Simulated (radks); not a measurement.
Values are calculated unless marked as measured or tabulated.
Neutral sulfur inside a hard spherical wall (all orbitals vanish at R), configuration held at [Ne] 3s2 3p4 and not refilled when levels cross. Level of theory: non-relativistic Kohn-Sham, PBE, spin-polarised, spherical densities, point nucleus; open shells are filled with parallel spins first (a radial shooting solver on a logarithmic mesh with Libxc functionals). Eigenvalues in eV for spin up, with the zero of energy where the potential of the charges vanishes at infinity; a dash marks a level that is unbound or too diffuse for the functional's potential to be trusted. A positive occupied level is held by the wall or, in an anion where self-interaction has pushed it up, behind a barrier. The pressure on the wall is -dE/dV.

\begin{tabular}{lrrrrrrrrr}
R (bohr) & E (hartree) & kinetic (hartree) & e(2s) & e(2p) & e(3s) & e(3p) & e(4s, empty) & e(4p, empty) & pressure (GPa) \\ \hline
free & -397.94603 & 397.434 & -210.37 & -156.48 & -17.888 & -7.702 & - & - & 0 \\
20 & -397.94603 & 397.434 & -210.37 & -156.48 & -17.888 & -7.702 & - & - & < 0.0001 \\
7 & -397.94364 & 397.455 & -210.20 & -156.30 & -17.759 & -7.574 & 1.987 & 4.864 & 0.164 \\
6 & -397.93588 & 397.511 & -209.83 & -155.93 & -17.497 & -7.302 & 4.164 & 7.943 & 0.962 \\
4 & -397.73635 & 398.553 & -205.19 & -151.26 & -14.408 & -3.769 & 21.086 & 28.248 & 49.1 \\
3 & -396.83681 & 402.099 & -194.36 & -140.28 & -6.288 & 5.775 & 57.309 & 66.812 & 503 \\
2 & -390.71688 & 419.872 & -161.01 & -106.16 & 33.151 & 49.110 & 199.51 & 206.27 & 8700 \\
1.5 & -376.01014 & 455.139 & -120.61 & -63.847 & 117.73 & 133.76 & 444.92 & 432.83 & 55300 \\
\end{tabular}
